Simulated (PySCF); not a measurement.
# Radial density of Rh (rhodium, neutral)

UHF, [Kr] 4d8 5s1, high-spin 4F determinant. All numbers are calculated (PySCF 2.14, scalar relativity through the core potential, in def2-TZVP with the def2 core potential (28 electrons)). This is the valence pseudo-density: the core potential removes the inner electrons and smooths the orbitals near the nucleus.

| r (bohr) | 4πr²ρ (e/bohr) | 4πr²(ρα − ρβ) |
| --- | --- | --- |
| 0.0359 | 1.002e-05 | 0.0000 |
| 0.0604 | 4.697e-05 | 0.0000 |
| 0.102 | 0.0003567 | 0.0000 |
| 0.171 | 0.004349 | 0.0006 |
| 0.288 | 0.08128 | 0.0103 |
| 0.484 | 2.039 | 0.1684 |
| 0.814 | 13.67 | 1.0758 |
| 1.37 | 10.08 | 1.3709 |
| 2.30 | 2.166 | 0.7062 |
| 3.87 | 0.3899 | 0.2766 |
| 6.51 | 0.03506 | 0.0342 |
| 11.0 | 0.0002289 | 0.0002 |

Energies and moments cover only the electrons outside the core potential.
